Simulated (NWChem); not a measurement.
System: CH₄BrGa; SMILES [CH3][GaH][Br]

NWChem printed, in part:

```
             Northwest Computational Chemistry Package (NWChem) 7.3.0
             --------------------------------------------------------

                             Geometry "geometry" -> ""
                             -------------------------

 Output coordinates in angstroms (scale by  1.889725989 to convert to a.u.)

  No.       Tag          Charge          X              Y              Z
 ---- ---------------- ---------- -------------- -------------- --------------
    1 Ga                  31.0000    -0.40081400     0.89258300    -0.00430700
    2 H                    1.0000    -1.94344300     1.14712500     0.01761400
    3 Br                  35.0000     0.17798900    -1.34367800     0.00485400
    4 C                    6.0000     1.08083300     2.16678700    -0.01258600
    5 H                    1.0000     1.93340900     1.76837000    -0.58086000
    6 H                    1.0000     1.41530700     2.33043500     1.02505000
    7 H                    1.0000     0.77748600     3.13754800    -0.43107200

 Effective nuclear repulsion energy (a.u.)     389.7791805340

                              NWChem Property Module
                              ----------------------

                                 NWChem DFT Module
                                 -----------------

 Summary of "ao basis" -> "ao basis" (spherical)
 ------------------------------------------------------------------------------
       Tag                 Description            Shells   Functions and Types
 ---------------- ------------------------------  ------  ---------------------
 Ga                          6-31g*                 12       32   5s4p3d
 H                           6-31g*                  2        2   2s
 Br                          6-31g*                 12       32   5s4p3d
 C                           6-31g*                  6       14   3s2p1d

            General Information
            -------------------
          SCF calculation type: DFT
          Wavefunction type:  closed shell.
          No. of atoms     :     7
          No. of electrons :    76
           Alpha electrons :    38
            Beta electrons :    38
          Charge           :     0
          Spin multiplicity:     1
          Use of symmetry is: off; symmetry adaption is: off
          Maximum number of iterations: 150
          AO basis - number of functions:    86
                     number of shells:    38
          Convergence on energy requested:  1.00D-06
          Convergence on density requested:  1.00D-05
          Convergence on gradient requested:  5.00D-04

              XC Information
              --------------
                         B3LYP Method XC Potential
                     Hartree-Fock (Exact) Exchange  0.200
                        Slater Exchange Functional  0.800 local
                    Becke 1988 Exchange Functional  0.720 non-local
              Lee-Yang-Parr Correlation Functional  0.810
                  VWN I RPA Correlation Functional  0.190 local

             Grid Information
             ----------------
          Grid used for XC integration:  medium
          Radial quadrature: Mura-Knowles
          Angular quadrature: Lebedev.
          Tag              B.-S. Rad. Rad. Pts. Rad. Cut. Ang. Pts.
          ---              ---------- --------- --------- ---------
          Ga                  1.30      112           9.0       590
          H                   0.35       45          12.0       434
          Br                  1.15      112          11.0       590
          C                   0.70       49          11.0       434
          Grid pruning is: on
          Number of quadrature shells:   453
          Spatial weights used:  Erf1

      Superposition of Atomic Density Guess
      -------------------------------------

 Sum of atomic energies:       -4534.68586115

      Non-variational initial energy
      ------------------------------

 Total energy =   -4535.641459
 1-e energy   =   -7094.970504
 2-e energy   =    2169.549865
 HOMO         =      -0.326689
 LUMO         =       0.009357

   convergence    iter        energy       DeltaE   RMS-Dens  Diis-err
 ---------------- ----- ----------------- --------- --------- ---------
 d= 0,ls=0.0,diis     1  -4539.0234275119 -4.93D+03  1.28D-02  3.20D-01
 d= 0,ls=0.0,diis     2  -4539.0381600711 -1.47D-02  6.92D-03  2.10D-01
 d= 0,ls=0.0,diis     3  -4539.0640056220 -2.58D-02  1.83D-03  2.26D-02
 d= 0,ls=0.0,diis     4  -4539.0666056400 -2.60D-03  2.14D-04  4.15D-03
 d= 0,ls=0.0,diis     5  -4539.0667848661 -1.79D-04  9.04D-05  4.09D-05
  Resetting Diis
 d= 0,ls=0.0,diis     6  -4539.0667878615 -3.00D-06  2.30D-05  3.54D-06
 d= 0,ls=0.0,diis     7  -4539.0667883451 -4.84D-07  4.77D-06  4.36D-08

         Total DFT energy =    -4539.066788345112
      One electron energy =    -7096.448173616041
           Coulomb energy =     2340.951724525661
    Exchange-Corr. energy =     -173.349519788718
 Nuclear repulsion energy =      389.779180533986

 Numeric. integr. density =       75.999996999838

                       DFT Final Molecular Orbital Analysis
                       ------------------------------------

[...]

 DFT Linear Response polarizability / au
 Frequency  =       0.0773000 / au
 Wavelength =     589.4353558 / nm
              X              Y              Z
 -----------------------------------------------
 X      52.1714270     -0.8120430      0.1011889
 Y      -0.8120318     72.8588551     -0.0648351
 Z       0.1011831     -0.0648334     38.0182542
 -----------------------------------------------
 Eigenvalues =      52.1402889     72.8908167     38.0174307
 Isotropic   =      54.3495121
 Anisotropic =      30.3824998
 -----------------------------------------------

 Magnetic Dipole Response Matrix (nonzero elements):
```

Level: B3LYP/6-31G* (spherical d). Structure relaxed at the PBE0/def2-SVP level.

Write an input that gives this output.

Several could match; the one computed here: the input that was run:
```
start job
memory heap 200 mb stack 900 mb global 1100 mb
geometry units angstroms noautosym nocenter noautoz
  Ga    -0.400814     0.892583    -0.004307
  H     -1.943443     1.147125     0.017614
  Br     0.177989    -1.343678     0.004854
  C      1.080833     2.166787    -0.012586
  H      1.933409     1.768370    -0.580860
  H      1.415307     2.330435     1.025050
  H      0.777486     3.137548    -0.431072
end
basis spherical
  Ga library 6-31g*
  H library 6-31g*
  Br library 6-31g*
  C library 6-31g*
end
dft
  xc b3lyp
  iterations 150
end
property
  response 1 0.0773
end
task dft property
```
